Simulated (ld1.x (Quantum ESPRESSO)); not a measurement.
# What one change does to a pseudopotential (iodine, TM)

iodine (I), norm-conserving Troullier–Martins (Kleinman–Bylander form), made with ld1.x (Quantum ESPRESSO) 7.5 (PBE, fully relativistic). Core [Kr], reference 4d10 5s2 5p5. Waves: 5s (bound): rc 1.35 bohr; 5p (bound): rc 1.65 bohr; 4d (bound): rc 1.50 bohr. Local part: all-electron potential smoothed inside 1.10 bohr (lloc = -1). Core correction: none.

Open shells are filled in proportion to 2j + 1 (rel_dist='average').

All-electron outer shells of the reference configuration (PBE, scalar-relativistic, ld1.x):

```
shell  level (eV)  outermost node (bohr)  outermost maximum (bohr)
   4s     -180.60                   0.37                      0.68
   4p     -127.57                   0.37                      0.72
   4d      -50.28                   0.35                      0.78
   5s      -17.41                   0.88                      1.70
   5p       -7.09                   0.96                      2.02
```

Change: all radii scaled by about 1.14 (s 1.54, p 1.88, d 1.72 bohr); local potential all-electron potential smoothed inside 1.26 bohr (lloc = -1).

Cutoffs: the cutoffs (Ry, on a coarse ladder) from which the occupation-weighted sum of valence levels, in a spherical-Bessel basis at the reference potential, stays within 10 and 1 mRy of its value at 400 Ry; they do not see the model core or the augmentation charge, which bear on the density cutoff. Errors are all-electron minus pseudo energies relative to the spin-unpolarised reference configuration.

How do hardness, ghosts and transferability respond?

The potential gets softer (110 Ry and 200 Ry → 90 Ry and 160 Ry); both files keep a bound ghost (p, s); the number of tests that count goes from 7 to 5; of the 5 tests that both files solve, the error grows in 4 and shrinks in 0 by more than 15 % and 0.3 meV (median size 0.7 → 3.0 meV). A larger radius leaves more room for a smooth pseudo-wave, so fewer plane waves are needed. More of the atom is replaced by a form fitted at one configuration, so other configurations suffer.

| quantity | base | changed |
| --- | --- | --- |
| cutoff, loose | 110 Ry | 90 Ry |
| cutoff, tight | 200 Ry | 160 Ry |
| loose cutoff by channel (10 mRy a level) | s 45 Ry, p 35 Ry, d 90 Ry | s 30 Ry, p 12 Ry, d 70 Ry |
| bound ghosts | s, p3/2, p1/2 | s, p3/2, p1/2 |
| tests counted (converged, no solver errors) | 7 of 7 | 5 of 7 |
| error for 4d10 5s2 5p4, meV [ΔE 11.16 eV] | +0.7 | -3.0 |
| error for 4d10 5s2 5p3, meV [ΔE 31.03 eV] | +4.3 | -10 |
| error for 4d10 5s2 5p5.3, meV [ΔE -1.79 eV] | -0.1 | -0.3 |
| error for 4d10 5s1 5p5, meV [ΔE 22.09 eV] | -2.6 | -13 |
| error for 4d10 5s2 5p4.5, meV [ΔE 4.54 eV] | +0.1 | -0.8 |

Changed file: Tests not counted: 4d10 5s2 5p2 (solver errors, printed error -2135 eV); 4d9 5s2 5p6 (solver errors, printed error -2888 eV). A true bound ghost makes a file unfit for plane-wave use even where its test errors are small: the radial tests pick states by their node count and pass the ghost by. Where a test does run into it, the solver fails or the error is huge.
